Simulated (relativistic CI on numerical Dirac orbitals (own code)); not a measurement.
## Fe²⁺ in a cubic cluster: L2,3 absorption with charge transfer

Computed with a charge-transfer multiplet model of a cubic metal-ligand cluster with up to 3 ligand holes, Slater and spin-orbit integrals from Dirac-Coulomb-Breit ions, Slater integrals scaled by 0.7. The ground state mixes d6 with configurations of k ligand holes L, whose averages lie at kΔ + k(k − 1)U_dd/2; a core hole lowers each added d electron by U_cd. 20 K, Lorentzian 0.4 eV and Gaussian 0.3 eV FWHM.

Atomic integrals in eV (Slater integrals scaled, ζ unscaled), ground: F2dd 7.632, F4dd 4.739, zeta_d 0.049; with the core hole: F2dd 8.202, F4dd 5.098, zeta_d 0.067, zeta_core 8.135, F2cd 4.777, G1cd 3.552, G3cd 2.018.

Cluster parameters (eV): Δ = 6.6, U_dd = 6, U_cd = 7.5, 10Dq(ligand) = 0, V(eg) = 1.2, V(t2g) = -0.61, final-state hopping factor = 1.

Weights, n_d and S are thermal averages at 20 K. Photon energies count from the first peak over 30 % of the highest in each spectrum, which can be another peak from case to case. The parameters are a model scan and need not match a compound or its usual spin state. Peaks in eV (height, largest 100): -1.7 (21), 0.0 (100), 2.3 (18), 11.4 (6), 12.6 (39), 15.1 (7).

Problem. Which parameters give this spectrum?
A. 10Dq = 0.25 eV
B. 10Dq = 1.15 eV
C. 10Dq = 1.75 eV
D. 10Dq = 0.85 eV
E. 10Dq = 1.45 eV

Solution. D. 10Dq = 0.85 eV; the ground state then has 6.05 d electrons and S = 2.00. The choice follows from running the model for each set and comparing peak positions and heights.
